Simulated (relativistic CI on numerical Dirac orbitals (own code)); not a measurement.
**V2+: 2p photoemission**

Computed with this model: Dirac-Coulomb-Breit CI, KLI orbitals optimised for each configuration, a model potential for QED, valence Slater integrals scaled by 0.8, multiplet model of photoemission in the sudden approximation; configurations [Ar] 3d3 → [He] 2s2 2p5 3s2 3p6 3d3; 300 K; Lorentzian 0.5 eV and Gaussian 0.6 eV FWHM. Energies are those of the free ion, without screening or charge transfer. The energies are binding energies and can lie tens of eV above those of solids. S is read from ⟨S²⟩ = S(S + 1).

Field parameters in Wybourne normalisation: Oh B⁴₀ = 21Dq, B⁴₄ = √(5/14) B⁴₀. The field is a parameter set, without covalency.

Computed curve for Oh, 10Dq = 3250 cm⁻¹, scaled to 100 at the maximum (points under 2 are left out and the grid is thinned):

```json
{"Energy (eV)": "540.2", "Intensity": "2.1"}
{"Energy (eV)": "540.6", "Intensity": "2.7"}
{"Energy (eV)": "541.0", "Intensity": "3.9"}
{"Energy (eV)": "541.4", "Intensity": "6.0"}
{"Energy (eV)": "541.8", "Intensity": "10.8"}
{"Energy (eV)": "542.2", "Intensity": "27.1"}
{"Energy (eV)": "542.6", "Intensity": "73.0"}
{"Energy (eV)": "542.9", "Intensity": "99.7"}
{"Energy (eV)": "543.3", "Intensity": "91.0"}
{"Energy (eV)": "543.7", "Intensity": "95.5"}
{"Energy (eV)": "544.1", "Intensity": "79.8"}
{"Energy (eV)": "544.5", "Intensity": "42.4"}
{"Energy (eV)": "544.9", "Intensity": "20.5"}
{"Energy (eV)": "545.3", "Intensity": "14.1"}
{"Energy (eV)": "545.7", "Intensity": "12.6"}
{"Energy (eV)": "546.1", "Intensity": "13.9"}
{"Energy (eV)": "546.5", "Intensity": "16.4"}
{"Energy (eV)": "546.9", "Intensity": "15.4"}
{"Energy (eV)": "547.3", "Intensity": "10.2"}
{"Energy (eV)": "547.7", "Intensity": "8.1"}
{"Energy (eV)": "548.0", "Intensity": "8.4"}
{"Energy (eV)": "548.4", "Intensity": "8.6"}
{"Energy (eV)": "548.8", "Intensity": "7.6"}
{"Energy (eV)": "549.2", "Intensity": "6.6"}
{"Energy (eV)": "549.6", "Intensity": "8.2"}
{"Energy (eV)": "550.0", "Intensity": "15.3"}
{"Energy (eV)": "550.4", "Intensity": "35.9"}
{"Energy (eV)": "550.8", "Intensity": "57.0"}
{"Energy (eV)": "551.2", "Intensity": "48.9"}
{"Energy (eV)": "551.6", "Intensity": "29.3"}
{"Energy (eV)": "552.0", "Intensity": "24.2"}
{"Energy (eV)": "552.4", "Intensity": "20.6"}
{"Energy (eV)": "552.8", "Intensity": "12.5"}
{"Energy (eV)": "553.1", "Intensity": "9.3"}
{"Energy (eV)": "553.5", "Intensity": "8.2"}
{"Energy (eV)": "553.9", "Intensity": "7.4"}
{"Energy (eV)": "554.3", "Intensity": "6.2"}
{"Energy (eV)": "554.7", "Intensity": "5.3"}
{"Energy (eV)": "555.1", "Intensity": "3.6"}
{"Energy (eV)": "555.5", "Intensity": "2.1"}
```

The ground state has S = 1.50, and the centroid lies at 546.33 eV.
